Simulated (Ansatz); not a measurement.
Relaxation of BH4LiSSi (8 atoms, charge 0, multiplicity 1), to a largest force component of 0.02 eV/Å in at most 50 steps.

The calculation used RKS PBE-D4/def2-SVP in Ansatz.

```xyz
8
Properties=species:S:1:pos:R:3
Li -1.278 1.474 1.848
S 0.753 1.807 1.068
B 1.053 0.549 -0.106
Si -0.295 -0.817 -0.507
H 1.966 2.458 0.970
H -1.546 -0.465 0.330
H -0.799 -0.918 -1.885
H 0.001 -2.207 -0.123
```

Task: Where does it end, and by what steps?

Result: The forces met the threshold. After 11 steps the energy has fallen by 0.848 eV; Li1 moved furthest, 0.79 Å. Joined: Li1–Si4, Li1–H6.

| step | energy less start (eV) | largest force component (eV/Å) | accepted |
| --- | --- | --- | --- |
| 0 | 0.0000 | 1.100 | yes |
| 1 | -0.4759 | 0.399 | yes |
| 2 | -0.6517 | 0.392 | yes |
| 3 | -0.7767 | 0.255 | yes |
| 4 | -0.8251 | 0.144 | yes |
| 5 | -0.8379 | 0.131 | yes |
| 6 | -0.8368 | 0.228 | no |
| 7 | -0.8449 | 0.090 | yes |
| 8 | -0.8449 | 0.118 | yes |
| 9 | -0.8434 | 0.134 | no |
| 10 | -0.8480 | 0.032 | yes |
| 11 | -0.8484 | 0.016 | yes |

```xyz
8
Properties=species:S:1:pos:R:3
Li -1.156 0.952 1.273
S 0.919 1.858 1.044
B 1.107 0.540 -0.126
Si -0.373 -0.734 -0.388
H 2.062 2.662 1.099
H -1.771 -0.531 0.444
H -0.915 -0.737 -1.791
H -0.019 -2.131 0.041
```

Whether the end is a true minimum wasn't checked by a vibrational analysis.

Run time: 17 s on 2 threads of Arm Neoverse V2, on a shared host, peak memory 0.14 GiB.
